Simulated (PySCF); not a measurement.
Precursor series Hf Cl-F. All species are isolated molecules in the gas phase.

Level of theory: B3LYP-D3(BJ)/def2-TZVP // r2SCAN-D4/def2-SVP in PySCF. B3LYP has the VWN-RPA correlation part, as in Gaussian. 

```json
[
 {"species": "0 of 4 Cl replaced by F", "LUMO (eV)": "-2.42", "charge on the central atom (Mulliken) (e)": "1.21", "HOMO–LUMO gap (eV)": "?"},
 {"species": "1 of 4 Cl replaced by F", "LUMO (eV)": "?", "charge on the central atom (Mulliken) (e)": "1.35", "HOMO–LUMO gap (eV)": "7.21"},
 {"species": "2 of 4 Cl replaced by F ([Hf(Cl)2(F)2])", "LUMO (eV)": "-1.96", "charge on the central atom (Mulliken) (e)": "1.48", "HOMO–LUMO gap (eV)": "7.58"},
 {"species": "4 of 4 Cl replaced by F ([Hf(F)4])", "LUMO (eV)": "-1.32", "charge on the central atom (Mulliken) (e)": "?", "HOMO–LUMO gap (eV)": "10.54"}
]
```

**Question.** Some entries are withheld; supply them.

**Answer.** 
- 0 of 4 Cl replaced by F, HOMO–LUMO gap (eV): 7.00
- 1 of 4 Cl replaced by F, LUMO (eV): -2.21
- 4 of 4 Cl replaced by F ([Hf(F)4]), charge on the central atom (Mulliken) (e): 1.72
